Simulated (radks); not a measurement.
Question: The table gives one normalised radial function P(r) = r R(r) (large component) of Ir2.5+ in [Xe] 4f14 5d5.5 6s1 (r in bohr). Method: Dirac Kohn-Sham, PBE, spin-unpolarised, spherical densities, finite nucleus; open shells are shared between the two j in proportion to 2j + 1; Fermi nuclear charge, rms radius 5.4032 fm; computed with a radial shooting solver on a logarithmic mesh with Libxc functionals.

r	P
0.0006504	0.0000
0.0007571	0.0000
0.0008744	0.0000
0.001018	0.0000
0.001176	0.0000
0.001369	0.0000
0.001593	0.0000
0.00184	0.0001
0.002142	0.0001
0.002474	0.0001
0.00288	0.0002
0.003353	0.0003
0.003872	0.0004
0.004508	0.0006
0.005206	0.0008
0.00606	0.0012
0.007055	0.0017
0.008148	0.0025
0.009486	0.0036
0.01095	0.0051
0.01275	0.0074
0.01485	0.0107
0.01715	0.0150
0.01996	0.0214
0.02305	0.0297
0.02684	0.0416
0.03124	0.0574
0.03608	0.0767
0.042	0.1023
0.04851	0.1316
0.05647	0.1672
0.06574	0.2055
0.07593	0.2408
0.08839	0.2713
0.1029	0.2869
0.1188	0.2794
0.1383	0.2393
0.1598	0.1658
0.186	0.0516
0.2165	-0.0897
0.2501	-0.2293
0.2911	-0.3539
0.3362	-0.4216
0.3914	-0.4144
0.4557	-0.3152
0.5263	-0.1434
0.6126	0.0951
0.7075	0.3414
0.8237	0.5831
0.9589	0.7700
1.107	0.8740
1.289	0.8987
1.489	0.8490
1.733	0.7383
2.018	0.5932
2.33	0.4468
2.713	0.3035
3.133	0.1919
3.647	0.1059
4.246	0.0513
4.904	0.0223
5.709	0.0077
6.593	0.0023
7.675	0.0005

Which n and l does it have? It may be an empty orbital.

Answer: n = 5, l = 2: the number of nodes gives n - l - 1 = 2, the rise at small r points to l (for j = l - 1/2 the large component starts outside the nucleus as r^gamma with gamma = sqrt(l^2 - (Z/c)^2) = 1.92 and the r^(l+1) term takes over further out; the orbital of l - 1 with the same j starts with the same power, but with a larger coefficient, and does not steepen), and the extent must fit the shell. The curve is that of 5d3/2; the two j differ most near the nucleus, where j = l - 1/2 has the larger amplitude, and in heavy atoms j = l - 1/2 is also the more compact. 5d3/2: eigenvalue -33.947 eV, 2 radial nodes at r = 0.197, 0.578 bohr, <r> = 1.52 bohr, 90 % of the charge inside 2.30 bohr.
